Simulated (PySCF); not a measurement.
silanone (H₂OSi), singlet, at a GFN2-xTB geometry.

Here is a job for PySCF.
```python
from pyscf import gto, scf, mp

mol = gto.M(
    atom='''
Si    0.06685327   -0.42675674    0.00274181
O    -0.16591088    1.05908930   -0.00680439
H    -0.98465592   -1.43401683   -0.00031696
H     1.37599714   -1.06410322    0.01636676
''',
    basis='def2-svpd',
    verbose=4,
)

mf = scf.RHF(mol)
mf.kernel()

pt = mp.MP2(mf, frozen=6)
pt.kernel()
print('E(MP2) = %.10f' % pt.e_tot)
```

Q: What does this run give for the total energy, SCF-reference Mulliken (on the basis functions themselves) charges in atom order, MP2 correlation energy, number of basis functions, SCF-reference dipole moment, nuclear repulsion energy?

A: 
```
Property                                                                                                          Result
--------------------------------------------------------------------------------  --------------------------------------
total energy                                                                                              -365.087457 Ha
SCF-reference Mulliken (on the basis functions themselves) charges in atom order  Si1 1.20, O2 -1.01, H3 -0.10, H4 -0.10
MP2 correlation energy                                                                                        -0.3008 Eh
number of basis functions                                                                                             63
SCF-reference dipole moment                                                                                       4.45 D
nuclear repulsion energy                                                                                      53.0306 Eh
```
